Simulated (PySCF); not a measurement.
# TDDFT excited states: C2H7GeN

Compound: C2H7GeN.
Bonds: C1–C2 (double), C2–Ge3, Ge3–N4. Hydrogens: H5, H6 on C1; H7 on C2; H8, H9 on Ge3; H10, H11 on N4.

The calculation used PySCF 2.14.0, density-fitted response routines, TDDFT PBE0/def2-SVPD, vertical, gas phase, core orbitals frozen in the response. Isolated species at its PBE0-D3(BJ)/def2-SVP geometry (one conformer only). The PBE0/def2-SVPD calculation is non-relativistic and has no spin–orbit coupling, an omission that weighs most on germanium. Torsions of this conformer, `[CH2:1]=[CH:2][GeH2:3][NH2:4]`: C1–C2–Ge3–N4 128°, H–N4–Ge3–C2 174°, H–N4–Ge3–C2 -61°.

Task: List the vertical singlet excitations with oscillator strengths and describe the spectrum.

Result: 

| state | E (eV) | E (kJ/mol) | λ (nm) | f | \|μ\| (D) | main configurations (H = HOMO, L = LUMO) |
| --- | --- | --- | --- | --- | --- | --- |
| S1 | 5.65 | 545 | 219.3 | 0.0098 | 0.68 | H→L (97%) |
| S2 | 6.54 | 631 | 189.5 | 0.0093 | 0.61 | H→L+1 (66%), H-2→L (27%) |
| S3 | 6.66 | 643 | 186.0 | 0.0099 | 0.63 | H-2→L (66%), H→L+1 (26%) |
| S4 | 7.01 | 676 | 177.0 | 0.125 | 2.17 | H-1→L (49%), H→L+2 (39%) |
| S5 | 7.13 | 688 | 173.9 | 0.232 | 2.93 | H→L+2 (51%), H-1→L (36%) |
| S6 | 7.43 | 716 | 167.0 | 0.028 | 0.99 | H→L+3 (91%) |
| S7 | 7.55 | 729 | 164.1 | 0.021 | 0.85 | H-1→L+2 (59%), H-1→L+1 (36%) |
| S8 | 7.73 | 746 | 160.4 | 0.036 | 1.11 | H-1→L+1 (49%), H-1→L+2 (30%), H-3→L (10%) |
| S9 | 7.90 | 762 | 157.0 | 0.026 | 0.94 | H→L+4 (50%), H-3→L (25%), H→L+5 (11%) |
| S10 | 8.01 | 773 | 154.8 | 0.055 | 1.35 | H-3→L (55%), H→L+4 (22%) |

Triplets (Tamm–Dancoff): T1 4.24 eV, H-1→L (88%); T2 5.40 eV, H→L (86%); T3 6.00 eV, H-2→L (79%), H→L+1 (13%); T4 6.42 eV, H→L+1 (68%), H-2→L (13%), H→L (10%).

The lowest singlet comes at 219 nm (545 kJ/mol) in the ultraviolet; it is weak; its leading configuration is HOMO→LUMO (97%). The strongest level in the table is S5 at 7.13 eV (174 nm, f = 0.232). Löwdin shares by element: HOMO nitrogen 63%, hydrogen 15% or more, germanium 13%; LUMO carbon 64%, germanium 12%, hydrogen 5% or more (atoms not listed hold the other 20%). Weighted by f, the mean energy of these states is 7.25 eV. Orbital energies (eV): HOMO-3 -9.53, HOMO-2 -8.75, HOMO-1 -7.98, HOMO -7.30, LUMO -0.46, LUMO+1 0.62, LUMO+2 0.87. Of the 10 states listed, 7 reach f = 0.01 and none stays under 0.0005. All these states lie below the vertical ionisation energy of 9.43 eV (ΔSCF). Singlets were solved by full linear response, triplets in the Tamm–Dancoff approximation.
